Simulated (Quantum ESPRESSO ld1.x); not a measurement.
The numbers below are computed, except where a source is named.
Species: Re II. Configuration: [Xe] 4f14 5d5 6s1.

Level of theory: non-relativistic Kohn-Sham, LDA (Slater exchange, Perdew-Wang correlation), spin-unpolarised, spherical densities, point nucleus; relativity is left out, which matters for an element this heavy (ld1.x of Quantum ESPRESSO 7.5).

Energy parts (hartree):
total: -15779.9054
kinetic: 15774.2626
electron-nucleus: -37566.1407
Hartree: 6317.3450
exchange-correlation: -305.3723

Orbitals (lengths in bohr, moments of r in powers of bohr; r(max) is where P^2 peaks; r(90%) holds 90 % of the orbital's charge):
[
 {"orbital": "1s", "occ.": "2", "eigenvalue (hartree)": "-2407.94", "r(90%)": "0.0359", "r(max)": "0.01341", "<1/r>": "74.41"},
 {"orbital": "2s", "occ.": "2", "eigenvalue (hartree)": "-397.359", "r(90%)": "0.131", "r(max)": "0.07301", "<1/r>": "17.46"},
 {"orbital": "2p", "occ.": "6", "eigenvalue (hartree)": "-381.254", "r(90%)": "0.116", "r(max)": "0.05664", "<1/r>": "17.50"},
 {"orbital": "3s", "occ.": "2", "eigenvalue (hartree)": "-91.4203", "r(90%)": "0.316", "r(max)": "0.2004", "<1/r>": "6.723"},
 {"orbital": "3p", "occ.": "6", "eigenvalue (hartree)": "-83.9056", "r(90%)": "0.307", "r(max)": "0.1887", "<1/r>": "6.678"},
 {"orbital": "3d", "occ.": "10", "eigenvalue (hartree)": "-69.8477", "r(90%)": "0.280", "r(max)": "0.1486", "<1/r>": "6.604"},
 {"orbital": "4s", "occ.": "2", "eigenvalue (hartree)": "-18.7254", "r(90%)": "0.690", "r(max)": "0.4500", "<1/r>": "2.908"},
 {"orbital": "4p", "occ.": "6", "eigenvalue (hartree)": "-15.5665", "r(90%)": "0.708", "r(max)": "0.4504", "<1/r>": "2.818"},
 {"orbital": "4d", "occ.": "10", "eigenvalue (hartree)": "-9.78781", "r(90%)": "0.752", "r(max)": "0.4458", "<1/r>": "2.624"},
 {"orbital": "5s", "occ.": "2", "eigenvalue (hartree)": "-2.83855", "r(90%)": "1.63", "r(max)": "1.025", "<1/r>": "1.162"},
 {"orbital": "4f", "occ.": "14", "eigenvalue (hartree)": "-2.19603", "r(90%)": "0.921", "r(max)": "0.4095", "<1/r>": "2.212"},
 {"orbital": "5p", "occ.": "6", "eigenvalue (hartree)": "-1.90257", "r(90%)": "1.83", "r(max)": "1.100", "<1/r>": "1.045"},
 {"orbital": "5d", "occ.": "5", "eigenvalue (hartree)": "-0.52428", "r(90%)": "2.82", "r(max)": "1.395", "<1/r>": "0.7257"},
 {"orbital": "6s", "occ.": "1", "eigenvalue (hartree)": "-0.41582", "r(90%)": "4.56", "r(max)": "2.727", "<1/r>": "0.4004"}
]

The highest occupied level is 6s at -11.315 eV. Summed over all electrons, <r^2> = 55.28 bohr^2, which gives a Langevin (diamagnetic) susceptibility term of -43.8 x 10^-6 cm^3/mol. Virial ratio -V/T = 2.00036.

Run on one thread of a shared host, so times are rough (Intel(R) Xeon(R) Processor @ 2.60GHz): 0.61 s of CPU time, 0.67 s wall, 34 iterations on 1991 mesh points.
